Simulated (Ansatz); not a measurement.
A run on `C=[CH][SnH2][F]` with other settings.

```yaml
crystal:
  periodic: [false, false, false]
  atoms:
    - {symbol: C, position_ang: [-1.266777, 1.077614, -0.015768]}
    - {symbol: C, position_ang: [-0.762391, -0.092499, -0.389230]}
    - {symbol: Sn, position_ang: [1.133930, -0.738938, 0.277519]}
    - {symbol: F, position_ang: [2.243534, -0.850364, -1.298100]}
    - {symbol: H, position_ang: [-2.243960, 1.414786, -0.353131]}
    - {symbol: H, position_ang: [-0.732816, 1.760508, 0.639925]}
    - {symbol: H, position_ang: [-1.336664, -0.736403, -1.050063]}
    - {symbol: H, position_ang: [1.869377, 0.440263, 1.265304]}
    - {symbol: H, position_ang: [1.184267, -2.321166, 0.906344]}
basis:
  gaussian: {orbitals: def2-mTZVP}
hamiltonian: {xc: {name: r2SCAN50}, dispersion: d3bj, pseudopotentials: {relativity: none}}
output: {forces: true}
```

```sh
$ ansatz run in.yaml --threads 4 --pin off --events-out ev --progress --plain --max-ram 10444MiB
```

Shortened log:

```
Warning: the engine holds no damping parameters fitted to this dispersion correction and functional, so the run takes those fitted to r2scan50 beside the three-body term, which d3bj leaves out (hamiltonian.dispersion, under Limitations)
Functional definition: r2SCAN50
1109 factors; integrals over basis functions are off by at most 1.0e-3 eV
mean field evaluation 1: about -10696.8088 eV, gradient 5.1e1 eV
mean field evaluation 2: about -10696.5156 eV, gradient 5.6e1 eV
mean field evaluation 4: about -10701.8703 eV, gradient 2.1e0 eV
mean field evaluation 8: about -10701.9753 eV, gradient 1.2e-1 eV
mean field evaluation 16: about -10701.9754 eV, gradient 1.9e-5 eV
mean field -10701.97535424 eV, -393.2903402088 hartree, gradient 1.9e-5 eV, S^2 0.000000; 0 other end points of the search recorded, 0 dependent functions left out
reference -10701.97536255 eV, -393.2903405144 hartree; 24, 24 occupied and 84, 84 virtual orbitals, 1109 factors
Total energy: -10702.03734474 eV, -393.2926183177 hartree
Atom 0 at    -1.266777     1.077614    -0.015768 Å, force     0.098022    -0.274637    -0.093156 eV/Å
Atom 1 at    -0.762391    -0.092499    -0.389230 Å, force    -0.183085     0.279419     0.063888 eV/Å
Atom 2 at     1.133930    -0.738938     0.277519 Å, force     0.007448     0.019047    -0.065654 eV/Å
Atom 3 at     2.243534    -0.850364    -1.298100 Å, force    -0.117476     0.010025     0.171948 eV/Å
Atom 4 at    -2.243960     1.414786    -0.353131 Å, force     0.295696    -0.100367     0.098397 eV/Å
Atom 5 at    -0.732816     1.760508     0.639925 Å, force    -0.163037    -0.198601    -0.196036 eV/Å
Atom 6 at    -1.336664    -0.736403    -1.050063 Å, force     0.143648     0.220456     0.195062 eV/Å
Atom 7 at     1.869377     0.440263     1.265304 Å, force    -0.078069    -0.135014    -0.106703 eV/Å
Atom 8 at     1.184267    -2.321166     0.906344 Å, force    -0.003148     0.179670    -0.067745 eV/Å
Dipole moment:    -0.521505     0.117347     0.465935 e Å
```

It took 0.9 s on 4 threads of an AMD EPYC 9R45 on a shared host, with 0.4 GiB of host memory at the peak.
